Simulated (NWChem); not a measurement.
Species: SiHSF₃; SMILES F[Si](S)(F)F

```xyz
6

F      0.7626    -0.9664    -1.2508
Si    -0.0181    -0.3449    -0.0006
F      0.6672    -0.9785     1.2985
F     -1.5378    -0.8302    -0.0563
S     -0.0074     1.7500     0.0046
H      1.3439     1.8048     0.0132
```
Atoms are numbered in this order, from 1.

Program: NWChem. Geometry: optimised at PBE0/def2-SVP. Ions are spin-unrestricted doublets at the neutral geometry; other ion states weren't tried. Functional: LC-ωPBE (HJS hole) with def2-SVP; rows give the range parameter ω in 1/bohr.

```json
[
 {"range parameter (1/bohr)": "0.05", "vertical ionisation energy, ΔSCF (eV)": "…", "−ε(HOMO) (eV)": "…", "ΔSCF minus −ε(HOMO) (eV)": "…"},
 {"range parameter (1/bohr)": "0.15", "vertical ionisation energy, ΔSCF (eV)": "11.04", "−ε(HOMO) (eV)": "9.26", "ΔSCF minus −ε(HOMO) (eV)": "1.78"},
 {"range parameter (1/bohr)": "0.25", "vertical ionisation energy, ΔSCF (eV)": "11.16", "−ε(HOMO) (eV)": "10.31", "ΔSCF minus −ε(HOMO) (eV)": "0.85"},
 {"range parameter (1/bohr)": "0.30", "vertical ionisation energy, ΔSCF (eV)": "11.21", "−ε(HOMO) (eV)": "10.72", "ΔSCF minus −ε(HOMO) (eV)": "0.49"},
 {"range parameter (1/bohr)": "0.50", "vertical ionisation energy, ΔSCF (eV)": "11.37", "−ε(HOMO) (eV)": "11.78", "ΔSCF minus −ε(HOMO) (eV)": "-0.41"}
]
```

Question: What belongs in the gaps?

Answer: 
- 0.05, vertical ionisation energy, ΔSCF (eV): 10.95
- 0.05, −ε(HOMO) (eV): 7.87
- 0.05, ΔSCF minus −ε(HOMO) (eV): 3.08
